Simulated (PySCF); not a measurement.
C6H7F3S.
SMILES with atom numbers: `[F:1][C:2]([F:3])([F:4])[C@@H:5]1[CH2:6][CH2:7][C:8](=[S:9])[CH2:10]1` (hydrogens: H11 on C5; H12, H13 on C6; H14, H15 on C7; H16, H17 on C10)

A GFN2-xTB structure was refined with PBE0-D3(BJ)/def2-SVP geometry optimisation, gas phase (PySCF 2.14.0). Its GFN2-xTB values:

```json
{"coordinate": "F1–C2", "GFN2-xTB": "1.341 Å"}
{"coordinate": "C2–C5", "GFN2-xTB": "1.517 Å"}
{"coordinate": "C5–C6", "GFN2-xTB": "1.535 Å"}
{"coordinate": "C5–C10", "GFN2-xTB": "1.533 Å"}
{"coordinate": "C5–H11", "GFN2-xTB": "1.094 Å"}
{"coordinate": "C6–C7", "GFN2-xTB": "1.529 Å"}
{"coordinate": "C6–H12", "GFN2-xTB": "1.088 Å"}
{"coordinate": "C6–H13", "GFN2-xTB": "1.092 Å"}
{"coordinate": "C7–C8", "GFN2-xTB": "1.497 Å"}
{"coordinate": "C7–H14", "GFN2-xTB": "1.089 Å"}
{"coordinate": "C7–H15", "GFN2-xTB": "1.094 Å"}
{"coordinate": "C8=S9", "GFN2-xTB": "1.615 Å"}
{"coordinate": "C8–C10", "GFN2-xTB": "1.499 Å"}
{"coordinate": "C10–H16", "GFN2-xTB": "1.090 Å"}
{"coordinate": "C10–H17", "GFN2-xTB": "1.095 Å"}
{"coordinate": "F1–C2–F3", "GFN2-xTB": "106.5°"}
{"coordinate": "F1–C2–C5", "GFN2-xTB": "112.8°"}
{"coordinate": "C2–C5–C6", "GFN2-xTB": "112.2°"}
{"coordinate": "C2–C5–C10", "GFN2-xTB": "112.8°"}
{"coordinate": "C6–C7–C8", "GFN2-xTB": "105.2°"}
{"coordinate": "C7–C8–S9", "GFN2-xTB": "125.5°"}
{"coordinate": "C7–C8–C10", "GFN2-xTB": "109.6°"}
{"coordinate": "S9–C8–C10", "GFN2-xTB": "125.0°"}
{"coordinate": "C2–C5–C6–C7", "GFN2-xTB": "-159°"}
{"coordinate": "C2–C5–C10–C8", "GFN2-xTB": "151°"}
{"coordinate": "C5–C6–C7–C8", "GFN2-xTB": "30°"}
```

How do these coordinates change at the PBE0-D3(BJ)/def2-SVP level?

```csv
coordinate,PBE0-D3(BJ)/def2-SVP (Å or °),change
C7–C8,1.510,+0.013
C10–H17,1.106,+0.011
C7–H15,1.105,+0.011
C6–H13,1.102,+0.010
C6–H12,1.098,+0.010
C7–H14,1.099,+0.010
C8–C10,1.509,+0.010
C2–C5,1.508,-0.009
C5–H11,1.103,+0.009
C10–H16,1.098,+0.008
C8=S9,1.619,+0.004
C5–C6,1.532,-0.003
C5–C10,1.530,-0.003
F1–C2,1.339,-0.002
C6–C7,1.527,-0.002
C2–C5–C6,113.8,+1.6
C7–C8–C10,108.1,-1.5
C2–C5–C10,113.9,+1.1
F1–C2–C5,111.8,-1.0
S9–C8–C10,125.8,+0.8
F1–C2–F3,107.3,+0.8
C7–C8–S9,126.1,+0.6
C6–C7–C8,105.6,+0.4
C2–C5–C10–C8,156,+5
C2–C5–C6–C7,-163,-4
C5–C6–C7–C8,31,+1
```

The energy falls by 0.92 kcal/mol over 10 energy and gradient evaluations, the largest force component goes from 0.0149 to 4.4e-04 Eh/bohr, and the atoms move by 0.059 Å rms after alignment. The bond that changes most is C7–C8 (ring CH2 carbon to thiocarbonyl carbon), which lengthens by 0.013 Å. Bonds longer at the end by more than 0.005 Å: 9 of 17; shorter: 3. Rotational constants go from 2628, 593.3, 537.0 to 2628, 588.9, 533.3 MHz.

The run used 179 basis functions and 68 SCF cycles in all. Cost: about 4 min of CPU time on one thread; the machine was shared, so the figure is rough.

PBE0-D3(BJ)/def2-SVP frequencies: not computed here. One conformer, not necessarily the lowest.
